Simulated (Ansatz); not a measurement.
`C=C[Si](O)Cl` radical, 9 atoms. Charge 0, multiplicity 2. All runs use 4 threads of an AMD EPYC 9R45 on a shared host. Correlated methods freeze the cores. Open-shell runs search over several starts.

(1) How many basis functions does each run have, and how long does it take in Ansatz? UKS B97M-V/def2-TZVPP energy; UKS PBE0-D4/def2-QZVPP energy; UKS LC-ωPBE/def2-TZVPP energy; UHF-MP2/def2-QZVPP energy; UKS ωB97M-V/def2-QZVPP energy; UKS PBE0-D4/def2-TZVP frequencies; UKS PBE0-D4/def2-SVP energy; direct RPA on PBE orbitals/def2-TZVPP energy; UHF-CCSD(T)/def2-TZVPP energy; UKS ωB97M-V/def2-SVP energy; UKS r2SCANh-D4/def2-TZVPP energy; UKS PBE0-D4/def2-TZVP relaxation (9 steps). (Best estimate.)

Answers

(1) Ansatz gave: Other jobs shared the machine, so times are rough.

| level | job | functions | wall time | peak host memory (GiB) |
| --- | --- | --- | --- | --- |
| UKS PBE0-D4/def2-SVP | energy | 98 | 0.75 s | 0.49 |
| UKS LC-ωPBE/def2-TZVPP | energy | 233 | 2 s | 0.54 |
| UKS ωB97M-V/def2-SVP | energy | 98 | 2.5 s | 0.49 |
| direct RPA on PBE orbitals/def2-TZVPP | energy | 233 | 2.9 s | 0.72 |
| UKS r2SCANh-D4/def2-TZVPP | energy | 233 | 3 s | 0.86 |
| UKS B97M-V/def2-TZVPP | energy | 233 | 3.8 s | 0.54 |
| UKS PBE0-D4/def2-QZVPP | energy | 431 | 6.5 s | 2 |
| UKS ωB97M-V/def2-QZVPP | energy | 431 | 12 s | 2.5 |
| UKS PBE0-D4/def2-TZVP | relaxation (9 steps) | 191 | 17 s | 0.61 |
| UHF-MP2/def2-QZVPP | energy | 431 | 21 s | 2.5 |
| UKS PBE0-D4/def2-TZVP | frequencies | 191 | 55 s | 0.6 |
| UHF-CCSD(T)/def2-TZVPP | energy | 233 | 4.3 min | 4.7 |

LC-ωPBE has ω = 0.4 bohr⁻¹.
